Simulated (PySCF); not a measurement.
## Electron correlation in As⁺ (arsenic, charge +1)

[Ar] 3d10 4s2 4p2, high-spin 3P determinant. Computed with PySCF 2.14 in jorge-DZP-DKH, with scalar relativity by spin-free X2C-1e. Frozen: [Ar] 3d10; 4 electrons correlated.

MP2 pair energies summed by pair of shells (mhartree):

```tsv
pair	energy	share (%)
4s-4p	-12.05	47.8
4s-4s	-11.86	47.0
4p-4p	-1.33	5.3
```

Total MP2 correlation energy: -25.24 mhartree.

Same-spin part -2.99 and opposite-spin part -22.25 mhartree; SCS-MP2 scales them by 1/3 and 6/5 to -27.70 mhartree.

```csv
level,correlation energy (mhartree)
CCSD,-33.79
(T),-0.21
CCSD(T),-34.00
```

Diagnostics: T1 = 0.0034, D1 = 0.0075, largest double amplitude 0.099.

Q: Is a single reference adequate?

A: Mostly. T1 lies below 0.03, but a double amplitude of this size points to a near-degeneracy that CCSD handles and MP2 describes poorly.
